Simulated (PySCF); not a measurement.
## How methods differ on the ionisation energy of P⁺

P⁺ [Ne] 3s2 3p2 (3P) → P²⁺ [Ne] 3s2 3p1 (2P), as a difference of total energies. Calculation: PySCF 2.14, in x2c-QZVPPall (9s6p4d2f1g, 70 functions); scalar relativity by spin-free X2C-1e. Correlated levels: valence and next inner shell: 1s2 frozen. The calculations carry no spin-orbit coupling.

| method | ionisation energy (eV) | plus first-order spin-orbit estimate | difference from reference of that sum (eV) |
| --- | --- | --- | --- |
| UHF | 19.156 | 19.150 | -0.619 |
| MP2 (valence and next inner shell) | 19.653 | 19.647 | -0.122 |
| SCS-MP2 (valence and next inner shell) | 19.560 | 19.553 | -0.216 |
| CCSD (valence and next inner shell) | 19.675 | 19.668 | -0.101 |
| CCSD(T) (valence and next inner shell) | 19.713 | 19.706 | -0.063 |

Reference: 19.769 eV (semi-empirical (NIST evaluation); NIST Atomic Spectra Database, ionization energies).

A first-order spin-orbit estimate (lowest level to lowest level, LS coupling) adds -0.007 eV.

Errors of the correlated levels include the incompleteness of this basis and the frozen core.
